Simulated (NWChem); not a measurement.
System meant: BiH2O2Cl; SMILES [OH][Bi]([OH])[Cl]

Here is an NWChem input.

```
start job
memory heap 200 mb stack 900 mb global 1100 mb
geometry units angstroms noautoz
  Bi     0.241640    -0.280498     0.030398
  Cl     0.067780     2.196984    -0.093003
  O     -1.052023    -0.648176     1.608627
  H     -1.964165    -0.424119     1.377198
  O     -1.144186    -0.564637    -1.492884
  H     -1.498629     0.291314    -1.772559
end
basis spherical
  Bi library def2-svp
  Cl library def2-svp
  O library def2-svp
  H library def2-svp
end
ecp
  Bi library def2-ecp
end
dft
  odft
  mult 2
  xc b3lyp
  iterations 150
  mulliken
end
task dft energy
```

End of the output:

```
 ==============================================================================
                                 internuclear angles
 ------------------------------------------------------------------------------
        center 1       |       center 2       |       center 3       |  degrees
 ------------------------------------------------------------------------------
    2 Cl               |   1 Bi               |   3 O                |    99.84
    2 Cl               |   1 Bi               |   5 O                |    93.05
    3 O                |   1 Bi               |   5 O                |    96.75
    1 Bi               |   3 O                |   4 H                |   111.42
    1 Bi               |   5 O                |   6 H                |   109.57
 ------------------------------------------------------------------------------
                            number of included internuclear angles:          5
 ==============================================================================

 Summary of "ao basis" -> "" (spherical)
 ------------------------------------------------------------------------------
       Tag                 Description            Shells   Functions and Types
 ---------------- ------------------------------  ------  ---------------------
 Bi                         def2-svp                10       26   4s4p2d
 Cl                         def2-svp                 8       18   4s3p1d
 O                          def2-svp                 6       14   3s2p1d
 H                          def2-svp                 3        5   2s1p

                                 NWChem DFT Module
                                 -----------------

 Summary of "ao basis" -> "ao basis" (spherical)
 ------------------------------------------------------------------------------
       Tag                 Description            Shells   Functions and Types
 ---------------- ------------------------------  ------  ---------------------
 Bi                         def2-svp                10       26   4s4p2d
 Cl                         def2-svp                 8       18   4s3p1d
 O                          def2-svp                 6       14   3s2p1d
 H                          def2-svp                 3        5   2s1p

  number of electrons :                   58
  multiplicity        :                    2
 ------------------------------------------------------------------------
  no. of electrons and multiplicity not compatible                  58
 ------------------------------------------------------------------------
 ------------------------------------------------------------------------
  current input line :
    27: task dft energy
 ------------------------------------------------------------------------
 ------------------------------------------------------------------------
 There is an error in the input file
 ------------------------------------------------------------------------
 For more information see the NWChem manual at https://nwchemgit.github.io

0: no. of electrons and multiplicity not compatible:Received an Error in Communication
```

Problem. Find the fault in this run and fix the input.

Solution. The program refused the input. Cause: the multiplicity doesn't fit the number of electrons (an even count wants an odd multiplicity, and the reverse). This input runs:
```
start job
memory heap 200 mb stack 900 mb global 1100 mb
geometry units angstroms noautoz
  Bi     0.241640    -0.280498     0.030398
  Cl     0.067780     2.196984    -0.093003
  O     -1.052023    -0.648176     1.608627
  H     -1.964165    -0.424119     1.377198
  O     -1.144186    -0.564637    -1.492884
  H     -1.498629     0.291314    -1.772559
end
basis spherical
  * library def2-svp
end
ecp
  Bi library def2-ecp
end
dft
  xc b3lyp
  iterations 150
  mulliken
end
task dft energy
```
It converges to -826.35857 Ha (B3LYP/def2-SVP with def2 effective core potentials on Bi).
